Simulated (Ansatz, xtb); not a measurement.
## AlGaH5N: where a starting geometry ends

The starting geometry of this gas-phase singlet was built from a drawn formula by distance geometry and a force field; its bonds are those of `[NH3+][AlH2-][Ga]`.

```yaml
atoms:
  - { symbol: Al, position_ang: [0.4232, -0.3773, -0.1056] }
  - { symbol: Ga, position_ang: [1.7874, -0.0759, -2.1440] }
  - { symbol: N, position_ang: [-0.3589, 1.3210, 0.1580] }
  - { symbol: H, position_ang: [-0.9725, 1.3622, 1.0790] }
  - { symbol: H, position_ang: [-0.9166, 1.6059, -0.6300] }
  - { symbol: H, position_ang: [0.3917, 2.0510, 0.2879] }
  - { symbol: H, position_ang: [1.2705, -0.7981, 1.1759] }
  - { symbol: H, position_ang: [-0.7348, -1.4695, -0.2964] }
```

Predict what it relaxes into with r2SCAN-D4/def2-SVP.

It keeps its links, though one stretches towards breaking, and is `[NH3+][AlH2-][Ga]`. Distances that change by over a tenth: Al1–Ga2 (2.47 → 2.74 Å), Al1–N3 (1.89 → 2.10 Å).

The energy falls by 0.72 eV over 7 steps:

```
step  E − E(last) (eV)
   1             0.719
   2             0.194
   3             0.026
   4             0.006
   5             0.001
   6             0.000
   7             0.000
```

Final geometry (Å):

```yaml
atoms:
  - { symbol: Al, position_ang: [0.5275, -0.4716, -0.2116] }
  - { symbol: Ga, position_ang: [2.0994, -0.3501, -2.4567] }
  - { symbol: N, position_ang: [-0.4021, 1.3595, 0.2379] }
  - { symbol: H, position_ang: [-0.9660, 1.2276, 1.0813] }
  - { symbol: H, position_ang: [-1.0362, 1.6897, -0.4928] }
  - { symbol: H, position_ang: [0.2547, 2.1170, 0.4371] }
  - { symbol: H, position_ang: [1.2635, -0.6273, 1.2269] }
  - { symbol: H, position_ang: [-0.8506, -1.3256, -0.2971] }
```

From the same start GFN2-xTB ends elsewhere, differing in Al1–H8 (2.47 against 1.62 Å here).

No frequencies were run, so the end isn't proven a minimum. Run with Ansatz 0.2.0, 6 s on 2 threads of Intel(R) Xeon(R) 6975P-C (Granite Rapids), with other jobs on the host.
